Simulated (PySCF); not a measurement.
## Simulated absorption spectrum

Species: SnIMe3, C3H9ISn.
Structure used (PBE0-D3(BJ)/def2-SVP), in Å, numbered top down from 1:
```xyz
14
C3H9ISn angstrom
Sn     0.0019   -0.0022    0.3729
I      0.0338    0.0114    3.0976
C      2.0607   -0.0142   -0.2348
H      2.5774    0.8535    0.1978
H      2.1254    0.0342   -1.3320
H      2.5459   -0.9346    0.1172
C     -1.0261    1.7907   -0.2079
H     -2.0555    1.7684    0.1751
H     -1.0490    1.8724   -1.3048
H     -0.5076    2.6651    0.2088
C     -1.0453   -1.7894   -0.1901
H     -2.0742   -1.7523    0.1934
H     -0.5364   -2.6645    0.2361
H     -1.0706   -1.8824   -1.2860
```

Computed, not measured: PySCF 2.14.0, density-fitted response routines, TDDFT B3LYP/def2-SVPD, vertical, gas phase, core orbitals frozen in the response, def2 core potentials past Kr. Spin–orbit coupling is left out.

Broadening: Gaussians 0.5 eV wide at half height, area fixed by f = 4.319×10⁻⁹ ∫ε dν̃. The width is an assumption, not a result. The curve ends short of the highest state used, and states not computed would add to its high-energy end.

```csv
λ (nm),ε (L mol⁻¹ cm⁻¹)
204.1,3552
208.0,3985
212.0,4130
215.9,3450
219.8,2322
223.8,1299
227.7,746
231.7,673
235.6,988
239.6,1548
243.5,2117
247.4,2500
251.4,2563
255.3,2306
259.3,1833
263.2,1315
267.1,857
271.1,504
275.0,277
279.0,139
282.9,66
286.9,29
290.8,12
294.7,5
```

(1) Locate the maxima and give the states behind the curve.

(2) On this curve, what absorbance would a 10⁻³ mol/L sample give at 222 nm over a 1 cm path?

(3) Coming from long wavelengths, where does ε first pass 100 L mol⁻¹ cm⁻¹?

## Answers

(1) 250 nm (4.96 eV), ε about 2600, made up of S1 (50%) and S2 (50%); 211 nm (5.88 eV), ε about 4200, made up of S3 (49%) and S4 (49%) (ε in L mol⁻¹ cm⁻¹; maxima over ε = 5, shares over 10%). The states used: S1 4.96 eV (f 0.024); S2 4.96 eV (f 0.024); S3 5.87 eV (f 0.038); S4 5.87 eV (f 0.038); S5 6.54 eV (f 0.131); S6 6.55 eV (f 0.043); S7 6.56 eV (f 0.042); S8 6.66 eV (f 0.0000); S9 6.67 eV (f 0.017); S10 6.68 eV (f 0.017).

(2) 222 nm is 5.585 eV, where ε is about 1700 L mol⁻¹ cm⁻¹, so A = ε c l ≈ 1.7 (Beer–Lambert, with the gas-phase spectrum and the assumed width).

(3) At about 281 nm (4.42 eV), 0.54 eV below S1.

All these states lie below the vertical ionisation energy of 8.98 eV (ΔSCF).

Time: 4.2 min wall, 3.7 min CPU (grids of density and orbitals included); peak memory 1.0 GiB. Hardware: an Intel Xeon at 2.50 GHz with one thread, on a shared host.
